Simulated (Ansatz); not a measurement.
`[Cl][Ga]([Cl])[I]` + H₂Se → `[Cl][Ga]([Cl])[SeH]` + HI at 298.15 K and 1 bar (ligand exchange at a Ga–I bond).

Computed with Ansatz on PBE0-D4/def2-TZVP structures; ΔE is electronic, products minus reactants. CBS: MP2 limit from def2 TZ/QZ plus the TZ coupled-cluster correction, frozen cores. Elements past krypton have def2 core potentials. For Ga, I, Se outer-core shells are correlated without core-valence functions, which leaves a few kJ/mol of doubt a bond. Scalar relativity is left out up to krypton. One conformer a species, not always the lowest.

| species | CCSD(T)/CBS energy (Eh) | H − E (kJ/mol) | S (J/(mol·K)) |
| --- | --- | --- | --- |
| `[Cl][Ga]([Cl])[I]` | -3141.09973 | 27.0 | 354.8 |
| H₂Se | -2401.89790 | 45.8 | 219.1 |
| `[Cl][Ga]([Cl])[SeH]` | -5244.95427 | 48.6 | 363.6 |
| HI | -298.03592 | 22.7 | 206.5 |

H − E and S are ideal-gas, rigid-rotor, harmonic terms from PBE0-D4/def2-TZVP, for one conformer and one mirror image of each species. 1 Eh = 2625.50 kJ/mol, R = 8.31446 J/(mol·K).

Problem. By hand: ΔE, ΔH, ΔS and ΔG.

Solution. ΔE = (-5244.95427) + (-298.03592) − (-3141.09973) − (-2401.89790) = 0.00744 Eh = 19.5 kJ/mol. Δ(H − E) = 48.6 + 22.7 − 27.0 − 45.8 = -1.5, so ΔH = 18.0 kJ/mol. ΔS = 363.6 + 206.5 − 354.8 − 219.1 = -3.8 J/(mol·K). ΔG = 18.0 − 298.15 × (-3.8)/1000 = 19.1 kJ/mol.

Problem. By hand: the equilibrium constant, and the temperature at which ΔG would vanish if ΔH and ΔS stayed fixed.

Solution. log₁₀ K = −ΔG/(RT ln 10) = -3.3. ΔH and −TΔS have one sign here, so there is no such temperature. One of them is within its doubt of zero, so this could turn.

The number of gas molecules stays the same, so ΔS is small and ΔH decides. A doubt of 5 kJ/mol in ΔE shifts log₁₀ K by 0.9 here. Other conformers and mirror images would add mixing entropy, several J/(mol·K) or more a flexible species. These are equilibria of isolated gas molecules and say nothing of rates. Largest T1 diagnostic: 0.011 (customary marks: 0.02 for closed shells, 0.045 for open ones).
